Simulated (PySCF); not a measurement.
**Radial density of Ti⁺ (titanium, charge +1)**

UHF, [Ar] 3d2 4s1, high-spin 4F determinant. Computed with PySCF 2.14 in x2c-SVPall (5s3p3d1f, 36 functions), with the spin-free X2C one-electron Hamiltonian (Gaussian nucleus).

| r (bohr) | 4πr²ρ (e/bohr) | 4πr²(ρα − ρβ) |
| --- | --- | --- |
| 0.00114 | 0.1362 | 0.0001 |
| 0.00191 | 0.3722 | 0.0002 |
| 0.00322 | 0.9697 | 0.0004 |
| 0.00541 | 2.356 | 0.0010 |
| 0.00910 | 5.456 | 0.0024 |
| 0.0153 | 11.37 | 0.0047 |
| 0.0257 | 19.90 | 0.0074 |
| 0.0433 | 25.97 | 0.0070 |
| 0.0728 | 22.86 | 0.0008 |
| 0.123 | 19.87 | 0.0061 |
| 0.206 | 27.72 | 0.0661 |
| 0.347 | 18.97 | 0.2564 |
| 0.583 | 7.835 | 0.8893 |
| 0.981 | 9.992 | 1.3453 |
| 1.65 | 3.216 | 0.9359 |
| 2.77 | 0.6138 | 0.5410 |
| 4.67 | 0.1635 | 0.1635 |
| 7.85 | 0.001372 | 0.0014 |

Densities and radii are taken from the X2C orbitals without a picture-change correction, which distorts them close to the nucleus.
